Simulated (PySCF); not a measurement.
H2Al (SMILES [AlH2+]), charge +1, singlet, geometry from GFN2-xTB (such geometries of metal compounds can be far from the true shape); PySCF with BLYP/def2-TZVP, TDDFT.

PySCF was given this input:
```python
from pyscf import gto, scf, dft, tdscf

mol = gto.Mole()
mol.atom = '''
    Al    0.000000    0.000000    0.000000
    H    -0.000000   -0.000000   -1.524596
    H     0.000000    0.000000    1.524596
'''
mol.basis = 'def2-tzvp'
mol.charge = 1
mol.spin = 0
mol.verbose = 4
mol.build()

mf = dft.RKS(mol)
mf.xc = 'blyp'
mf.kernel()
td = mf.TDDFT()
td.nstates = 15
td.kernel()
td.analyze()
```

What the program printed (banner, timings and long lists left out):

```
PySCF version 2.14.0

[INPUT] verbose = 4
[INPUT] num. atoms = 3
[INPUT] num. electrons = 14
[INPUT] charge = 1
[INPUT] spin (= nelec alpha-beta = 2S) = 0
[INPUT] symmetry False subgroup None
[INPUT] Mole.unit = angstrom
[INPUT] Symbol           X                Y                Z      unit          X                Y                Z       unit  Magmom
[...]
nuclear repulsion = 9.1979751287423
number of shells = 21
number of NR pGTOs = 79
number of NR cGTOs = 49
basis = def2-tzvp
ecp = {}

******** <class 'pyscf.dft.rks.RKS'> ********
method = RKS
initial guess = minao
damping factor = 0
level_shift factor = 0
DIIS = <class 'pyscf.scf.diis.CDIIS'>
diis_start_cycle = 1
diis_space = 8
diis_damp = 0
SCF conv_tol = 1e-09
SCF conv_tol_grad = None
SCF max_cycles = 50
direct_scf = True
direct_scf_tol = 1e-13
XC library pyscf.dft.libxc version 7.1.2
    S. Lehtola, C. Steigemann, M. J. T. Oliveira, and M. A. L. Marques,  SoftwareX 7, 1–5 (2018)
XC functionals = blyp
    A. D. Becke,  Phys. Rev. A 38, 3098 (1988)
    C. Lee, W. Yang, and R. G. Parr,  Phys. Rev. B 37, 785 (1988)
    B. Miehlich, A. Savin, H. Stoll, and H. Preuss,  Chem. Phys. Lett. 157, 200 (1989)
radial grids:
    Treutler-Ahlrichs [JCP 102, 346 (1995); DOI:10.1063/1.469408] (M4) radial grids

becke partition: Becke, JCP 88, 2547 (1988); DOI:10.1063/1.454033
pruning grids: <function nwchem_prune>
grids dens level: 3
symmetrized grids: False
atomic radii adjust function: <function treutler_atomic_radii_adjust>
small_rho_cutoff = 0
Set gradient conv threshold to 3.16228e-05
Initial guess from minao.
tot grids = 38800
init E= -243.444221541189
[...]
cycle= 1 E= -243.284206315846  delta_E= 0.16  |g|= 0.245  |ddm|= 1.37
[...]
cycle= 2 E= -243.29570312658  delta_E= -0.0115  |g|= 0.215  |ddm|= 0.821
[...]
cycle= 3 E= -243.306761648014  delta_E= -0.0111  |g|= 0.0141  |ddm|= 0.286
[...]
cycle= 4 E= -243.306849544026  delta_E= -8.79e-05  |g|= 0.00125  |ddm|= 0.0345
[...]
cycle= 5 E= -243.306850116874  delta_E= -5.73e-07  |g|= 0.000336  |ddm|= 0.0021
[...]
cycle= 6 E= -243.306850168932  delta_E= -5.21e-08  |g|= 1.49e-05  |ddm|= 0.000415
[...]
cycle= 7 E= -243.306850168976  delta_E= -4.44e-11  |g|= 5.7e-07  |ddm|= 1.83e-05
[...]
Extra cycle  E= -243.306850168976  delta_E= -1.14e-13  |g|= 2.8e-07  |ddm|= 1.7e-06
converged SCF energy = -243.306850168976

******** <class 'pyscf.tdscf.rks.CasidaTDDFT'> for <class 'pyscf.dft.rks.RKS'> ********
nstates = 15 singlet
deg_eia_thresh = 1.000e-03
wfnsym = None
conv_tol = 1e-05
eigh lindep = 1e-12
eigh level_shift = 0
eigh max_cycle = 100

Excitation energies (eV)
[ 6.11495959  6.11495959  9.07053675  9.11528151  9.11528151 10.2058176
 12.18743026 12.6488736  12.64887667 12.73781446 12.73781446 13.14332185
 14.34477188 14.34477188 14.54858466]

** Singlet excitation energies and oscillator strengths **
Excited State   1:      6.11496 eV    202.76 nm  f=0.0000
       7 -> 8         0.70677
Excited State   2:      6.11496 eV    202.76 nm  f=0.0000
       7 -> 9        -0.70677
Excited State   3:      9.07054 eV    136.69 nm  f=0.7874
       7 -> 10       -0.70685
Excited State   4:      9.11528 eV    136.02 nm  f=0.2406
       6 -> 9         0.68007
       7 -> 12       -0.18478
Excited State   5:      9.11528 eV    136.02 nm  f=0.2406
       6 -> 8         0.68007
       7 -> 11       -0.18478
Excited State   6:     10.20582 eV    121.48 nm  f=0.0000
       6 -> 10        0.69313
       7 -> 19        0.10774
Excited State   7:     12.18743 eV    101.73 nm  f=0.1774
       7 -> 13       -0.70477
Excited State   8:     12.64887 eV     98.02 nm  f=0.0000
       7 -> 14       -0.70703
Excited State   9:     12.64888 eV     98.02 nm  f=0.0000
       7 -> 15        0.70703
Excited State  10:     12.73781 eV     97.34 nm  f=0.7242
       6 -> 8        -0.16790
       7 -> 11       -0.63335
       7 -> 12        0.24286
Excited State  11:     12.73781 eV     97.34 nm  f=0.7242
       6 -> 9        -0.16790
       7 -> 11       -0.24286
       7 -> 12       -0.63335
Excited State  12:     13.14332 eV     94.33 nm  f=0.0000
       6 -> 13        0.17748
       7 -> 16       -0.67852
Excited State  13:     14.34477 eV     86.43 nm  f=0.0000
       6 -> 11        0.36442
       7 -> 17        0.60128
Excited State  14:     14.34477 eV     86.43 nm  f=0.0000
       6 -> 12        0.36442
       7 -> 18        0.60128
Excited State  15:     14.54858 eV     85.22 nm  f=0.0000
       6 -> 11       -0.58522
       6 -> 12       -0.13215
       7 -> 17        0.34178
       7 -> 18        0.14654

** Transition electric dipole moments (AU) **
state          X           Y           Z        Dip. S.      Osc.
  1        -0.0000     -0.0000     -0.0000      0.0000      0.0000
  2        -0.0000     -0.0000     -0.0000      0.0000      0.0000
  3        -0.0000     -0.0000      1.8823      3.5431      0.7874
  4         1.0076     -0.2497      0.0000      1.0775      0.2406
  5         0.2497      1.0076      0.0000      1.0775      0.2406
  6        -0.0000      0.0000     -0.0000      0.0000      0.0000
  7        -0.0000     -0.0000     -0.7708      0.5942      0.1774
  8         0.0000      0.0000     -0.0000      0.0000      0.0000
  9         0.0000      0.0000     -0.0000      0.0000      0.0000
 10         0.3597     -1.4803      0.0000      2.3206      0.7242
 11        -1.4803     -0.3597      0.0000      2.3206      0.7242
 12        -0.0000     -0.0000      0.0000      0.0000      0.0000
 13        -0.0000     -0.0000      0.0000      0.0000      0.0000
 14         0.0000      0.0000     -0.0000      0.0000      0.0000
 15         0.0000      0.0000      0.0000      0.0000      0.0000

** Transition velocity dipole moments (imaginary part, AU) **
state          X           Y           Z        Dip. S.      Osc.
  1        -0.0000     -0.0000     -0.0000      0.0000      0.0000
  2        -0.0000     -0.0000     -0.0000      0.0000      0.0000
  3        -0.0000     -0.0000      0.6228      0.3879      0.7759
  4         0.3318     -0.0822      0.0000      0.1169      0.2326
  5         0.0822      0.3318      0.0000      0.1169      0.2326
  6        -0.0000      0.0000     -0.0000      0.0000      0.0000
  7        -0.0000     -0.0000     -0.3370      0.1136      0.1690
  8         0.0000      0.0000     -0.0000      0.0000      0.0000
  9         0.0000      0.0000     -0.0000      0.0000      0.0000
 10         0.1689     -0.6953      0.0000      0.5119      0.7291
 11        -0.6953     -0.1689      0.0000      0.5119      0.7291
 12        -0.0000     -0.0000      0.0000      0.0000      0.0000
 13        -0.0000     -0.0000      0.0000      0.0000      0.0000
 14         0.0000      0.0000     -0.0000      0.0000      0.0000
 15         0.0000      0.0000      0.0000      0.0000      0.0000

** Transition magnetic dipole moments (imaginary part, AU) **
state          X           Y           Z
  1         1.3252     -0.2226      0.0000
  2         0.2226      1.3252      0.0000
  3         0.0000      0.0000     -0.0000
  4         0.0000      0.0000     -0.0000
  5         0.0000      0.0000      0.0000
  6        -0.0000     -0.0000      0.0000
  7        -0.0000      0.0000     -0.0000
  8        -0.0000      0.0000     -0.0000
  9        -0.0000     -0.0000     -0.0000
 10        -0.0000      0.0000     -0.0000
 11        -0.0000     -0.0000     -0.0000
 12         0.0000     -0.0000     -0.0000
 13         0.3269      0.0227      0.0000
 14         0.0227     -0.3269      0.0000
 15        -0.7517      0.2743     -0.0000
```
